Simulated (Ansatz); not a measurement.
Sn2Ge⁺, relaxed as a doublet with UKS PBE0-D4/def2-TZVP in Ansatz, starting from the GFN2-xTB geometry. Force threshold 0.02 eV/Å.

In the def2 sets Sn takes a core potential; there is no spin–orbit coupling. The charge 1 doublet is spin-contaminated (final ⟨S²⟩ up to 1.04, 0.75 for a pure state). Another isomer (doublet) lies 0.11 eV lower at PBE0-D4/def2-TZVP; other spin states weren't run for this one.

Start:

```xyz
3

Ge    0.524    2.057   -0.777
Sn   -1.394   -1.768    0.585
Sn    0.869   -0.289    0.192
```

Task: Estimate the energy that the relaxation releases and the steps that it takes.

Result: 0.68 eV, in 10 steps; 44 s on 4 threads of Arm Neoverse V2 on a shared host. No frequencies were taken in this run, so the end may be a saddle point.

Task: Does the start keep its bonding and symmetry?

Result: Bonds formed: Ge1–Sn2 (atoms count from 1). Point group Cs at the start, C2v at the end, both within 0.05 Å.

Task: Predict the relaxed structure.

Result: 
```xyz
3

Ge   -0.173    1.236   -0.509
Sn   -1.472   -0.853    0.212
Sn    1.645   -0.383    0.297
```
Bond lengths (bridged metal pairs left out): 2 × Ge–Sn 2.56 Å; 1 × Sn–Sn 3.15 Å.
